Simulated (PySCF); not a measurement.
Compound: C5H6F2.
Geometry (GFN2-xTB, Å), atoms numbered from 1 in this order:
```xyz
13
C5H6F2 angstrom
C      1.877   -0.175   -0.334
C      0.425   -0.165   -0.072
C     -0.515   -1.094    0.128
C     -1.603   -0.070    0.290
F     -2.606   -0.090   -0.628
F     -2.226   -0.022    1.497
C     -0.522    1.011    0.060
H      2.399    0.374    0.449
H      2.253   -1.193   -0.372
H      2.087    0.322   -1.281
H     -0.539   -2.164    0.170
H     -0.359    1.663    0.916
H     -0.675    1.605   -0.840
```

Method used: PySCF, TDDFT B3LYP/def2-SVPD, vertical, gas phase, core orbitals frozen in the response.

Ground-to-excited transition dipoles (e·a0, same axes as the geometry; the sign carries no meaning), for the states with f of 0.002 or more among the lowest 7:

```
state  E (eV)      μx      μy      μz
   S2   6.994  -0.993  -0.731   0.203
   S5   7.889  -0.028  -0.006  -0.146
   S6   8.102  -0.062  -0.011  -0.347
   S7   8.350   0.076   0.370  -0.026
```

(1) What oscillator strength does each state have?

(2) The point group is Cs. Which irreducible representation does each state belong to?

(3) Which bond between heavy atoms lies closest to the direction of the S2 transition dipole?

(4) What angle do the transition dipoles of S2 and S6 make?

(5) How is the summed strength of these states shared among x, y and z?

(6) What peak molar absorption coefficient would the strongest computed level give as a lone Gaussian band 0.3 eV wide at half height?

Answers

(1) f = (2/3) ΔE |μ|² with ΔE in hartree (27.2114 eV).

```
state  |μ|² (au)  |μ| (D)      f
   S2      1.561     3.18  0.267
   S5      0.022     0.38  0.004
   S6      0.125     0.90  0.025
   S7      0.143     0.96  0.029
```

(2) From a totally symmetric ground state, an allowed state transforms like the component of the dipole operator along its μ. Polarised normal to the mirror plane, so A″: S5 and S6. Polarised in the mirror plane, so A′: S2 and S7.

(3) C2–C3 and C4–C7, at 8° from it; next C1–C2 at 36°.

(4) |cos θ| = |μa·μb| / (|μa| |μb|) = 0.00, so θ ≈ 90° (taken between 0 and 90°, since the signs are arbitrary).

(5) (2/3) Σ ΔE μα² gives 0.171 for x, 0.119 for y and 0.035 for z, 0.326 in all.

(6) ε(max) = 2.175×10⁸ f / FWHM, with the width in cm⁻¹. S2: 2.175×10⁸ × 0.2674 / 2420 ≈ 24000 L mol⁻¹ cm⁻¹.

Hardware: Arm Neoverse V1, one thread, shared host with 32 logical CPUs at a one-minute load of 9.3. Cost: 31 s (with the writing of density and orbital grids), 0.73 GiB resident at most.
